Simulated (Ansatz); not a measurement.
CH$_{7}$N$_{2}$Sc, SMILES `[CH3][Sc]([NH2])[NH2]`. Charge 0, multiplicity 1. The geometry is a stationary point of PBE0-D4/def2-TZVP. It is one conformer, not always the lowest.

```xyz
11

C    -0.730    1.778    0.197
Sc    0.105   -0.252   -0.028
N    -0.382   -1.665    1.280
N     1.336   -0.648   -1.535
H    -0.090    2.552   -0.245
H    -0.886    2.055    1.248
H    -1.709    1.869   -0.293
H    -0.071   -2.628    1.286
H    -0.994   -1.545    2.078
H     1.641    0.015   -2.239
H     1.781   -1.532   -1.749
```

What is the dipole moment at r2SCAN/def2-TZVPP? (An estimate is asked.)

The calculation gave: 1.39 D, with components (0.52, -1.28, -0.14) D in this frame, pointing from negative to positive charge.

And with PBE, B3LYP, ωB97M-V? (Best estimate.)

Ansatz gave: PBE 1.41 D, B3LYP 1.40 D, ωB97M-V 1.41 D.

Give the Mulliken charges with r2SCAN, PBE, ωB97M-V in def2-TZVPP. (An estimate is asked.)

Computed: 
```json
{"atom": "C1", "r2SCAN": "-0.50", "PBE": "-0.60", "ωB97M-V": "-0.62"}
{"atom": "Sc2", "r2SCAN": "0.81", "PBE": "0.72", "ωB97M-V": "0.71"}
{"atom": "N3", "r2SCAN": "-0.51", "PBE": "-0.45", "ωB97M-V": "-0.39"}
{"atom": "N4", "r2SCAN": "-0.51", "PBE": "-0.45", "ωB97M-V": "-0.39"}
{"atom": "H5", "r2SCAN": "0.05", "PBE": "0.09", "ωB97M-V": "0.10"}
{"atom": "H6", "r2SCAN": "0.05", "PBE": "0.09", "ωB97M-V": "0.10"}
{"atom": "H7", "r2SCAN": "0.06", "PBE": "0.09", "ωB97M-V": "0.11"}
{"atom": "H8", "r2SCAN": "0.13", "PBE": "0.13", "ωB97M-V": "0.09"}
{"atom": "H9", "r2SCAN": "0.14", "PBE": "0.13", "ωB97M-V": "0.10"}
{"atom": "H10", "r2SCAN": "0.14", "PBE": "0.13", "ωB97M-V": "0.10"}
{"atom": "H11", "r2SCAN": "0.13", "PBE": "0.13", "ωB97M-V": "0.09"}
```

B3LYP here is the variant with VWN-RPA as its local correlation; programs differ in this.
